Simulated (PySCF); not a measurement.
Species: C₅H₁₂Si.
SMILES with atom numbers: `[SiH3:1][CH:2]1[CH2:3][CH2:4][CH2:5][CH2:6]1` (hydrogens: H7, H8, H9 on Si1; H10 on C2; H11, H12 on C3; H13, H14 on C4; H15, H16 on C5; H17, H18 on C6)

Cartesian coordinates in Å at the PBE0-D3(BJ)/def2-SVP level; atoms count from 1:
```
atom  x, y, z in Å
Si1    2.4193   -0.4341    0.1209
C2     0.5551   -0.5519   -0.1365
C3    -0.2959   -0.1875    1.0857
C4    -1.7112   -0.0521    0.5143
C5    -1.5246    0.4476   -0.9364
C6    -0.0080    0.3870   -1.2127
H7     2.8718   -1.3654    1.2018
H8     2.7852    0.9641    0.5152
H9     3.1573   -0.7782   -1.1350
H10    0.3253   -1.5968   -0.4213
H11    0.0417    0.7829    1.4923
H12   -0.2251   -0.9208    1.9036
H13   -2.3453    0.6163    1.1162
H14   -2.2040   -1.0370    0.5161
H15   -1.9116    1.4687   -1.0729
H16   -2.0775   -0.1906   -1.6424
H17    0.4336    1.3915   -1.0909
H18    0.2314    0.0592   -2.2357
```

Method used: core-valence-separated Tamm–Dancoff BHandHLYP/aug-pcX-1 (pcseg-1 on H, def2-SVPD on Si) in PySCF, non-relativistic, gas phase, PBE0-D3(BJ)/def2-SVP geometry. The energies are unshifted.

The lowest roots of each edge with f over 0.003 (five at most, numbered afresh; weaker and dark ones are left out), with transition dipoles (au) in the frame of the coordinates:

```tsv
root	edge	E (eV)	μx	μy	μz
1	C	285.35	-0.0060	0.0473	0.0125
2	C	285.38	0.0231	0.0153	-0.0259
3	C	285.38	0.0476	-0.0070	0.0181
4	C	285.56	-0.0187	-0.0230	0.0341
5	C	285.56	-0.0094	-0.0048	-0.0431
```

**Question.** What are the oscillator strengths?

**Answer.** f = (2/3) ΔE |μ|², with ΔE in hartree (27.2114 eV):

| root | ΔE (Eh) | \|μ\|² (au) | f | core hole on |
| --- | --- | --- | --- | --- |
| 1 | 10.4863 | 0.002430 | 0.017 | C2 |
| 2 | 10.4873 | 0.001439 | 0.010 | C4/C5 |
| 3 | 10.4877 | 0.002642 | 0.018 | C4/C5 |
| 4 | 10.4941 | 0.002041 | 0.014 | C3/C6 |
| 5 | 10.4942 | 0.001969 | 0.014 | C3/C6 |

**Question.** Molecules are fixed in this frame and the field points along (1, 1, 0)/√2. What effective strengths 3 f cos²θ do the roots have (θ between field and μ)?

**Answer.** root 1 (C2): 0.018, root 2 (C4/C5): 0.015, root 3 (C4/C5): 0.017, root 4 (C3/C6): 0.018, root 5 (C3/C6): 0.002. Averaged over all orientations cos²θ is 1/3, which gives f back.

Time: 37 s wall; peak memory 0.95 GiB. Hardware: an Arm Neoverse V1 with one thread, no GPU, shared host.

One conformer stands for the species.
